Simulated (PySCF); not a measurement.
# Levels of Hf⁶⁹⁺ from EOM-EA-GCCSD

Reference: closed-shell Hf⁷⁰⁺, 1s2; one electron is added. Calculated with PySCF 2.14, two-component X2C-1e with screened spin-orbit coupling, an uncontracted even-tempered set (16 s from 25 bohr⁻², ratio 2.6; 13 p from 32 bohr⁻², ratio 2.6; 6 d from 33 bohr⁻², ratio 2.8; 3 f from 1400 bohr⁻², ratio 2.8); frozen nothing; the 34 highest virtual spinors dropped; of the others 56 kept and the rest restored at second order. No Breit or QED terms. Binding energies in eV.

```json
{"level": "2s1/2", "Koopmans": "18525.4", "second order": "18525.7", "EOM-CCSD": "18525.7"}
{"level": "2p1/2", "Koopmans": "18350.2", "second order": "18350.7", "EOM-CCSD": "18350.7"}
{"level": "2p3/2", "Koopmans": "16995.9", "second order": "16996.3", "EOM-CCSD": "16996.3"}
```

Electric-dipole lines between these computed levels:

```tsv
lower	upper	ΔE (eV)	vacuum wavelength (nm)
2s1/2	2p1/2	174.95	7.087
2s1/2	2p3/2	1529.4	0.8107
```

For comparison, the ionisation energy of Hf⁶⁹⁺ is 18502.32 ± 0.17 eV (theoretical estimate listed by NIST; NIST Atomic Spectra Database, ionization energies).

Only part of the computed levels is shown.
